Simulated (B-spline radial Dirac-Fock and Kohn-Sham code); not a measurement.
## Two-hole binding energies of Kr⁷⁺

System: Kr⁷⁺, configuration 1s2 2s2 2p6 3s2 3p6 3d10 4s1.

Level of theory: Dirac-Fock (average of configuration) total-energy differences with a finite nucleus, the Breit interaction including its frequency dependence, and self-energy and vacuum-polarisation corrections; an atomic code on a B-spline grid. U is the two-hole binding energy less the two single-hole energies, the effective repulsion of the holes after relaxation. Each two-hole energy is an average over J within one jj subconfiguration.

```
          holes  E(a) (eV)  E(b) (eV)  E(ab) (eV)  U (eV)
           1s⁻²    14450.7    14450.7     29445.3   543.9
   1s⁻¹ 2p1/2⁻¹    14450.7     1853.9     16456.8   152.2
   1s⁻¹ 3p1/2⁻¹    14450.7      342.2     14842.7    49.8
   1s⁻¹ 3d3/2⁻¹    14450.7      210.9     14705.0    43.5
           2s⁻²     2051.8     2051.8      4197.6    93.9
2p1/2⁻¹ 2p3/2⁻¹     1853.9     1801.0           ?       ?
   2s⁻¹ 3p1/2⁻¹     2051.8      342.2      2438.2    44.2
   2s⁻¹ 3d3/2⁻¹     2051.8      210.9      2306.8    44.1
2p1/2⁻¹ 3p3/2⁻¹     1853.9      334.1      2232.7    44.7
2p1/2⁻¹ 3d5/2⁻¹     1853.9      209.6      2108.0    44.5
2p1/2⁻¹ 3d3/2⁻¹     1853.9      210.9      2107.9    43.1
2p3/2⁻¹ 3d5/2⁻¹     1801.0      209.6      2054.1    43.5
        3p1/2⁻²      342.2      342.2       723.1    38.8
        3d3/2⁻²      210.9      210.9       458.7    37.0
```

Question: Give the missing two-hole energy and U.

Answer: E(ab) = 3758.2 eV and U = 103.3 eV.

Run: 50 s of CPU time on 1 thread of Neoverse-N1 (shared host), peak memory 0.41 GiB.

Values without a named source are computed, but for edge energies of neutral atoms, which are taken from tables.
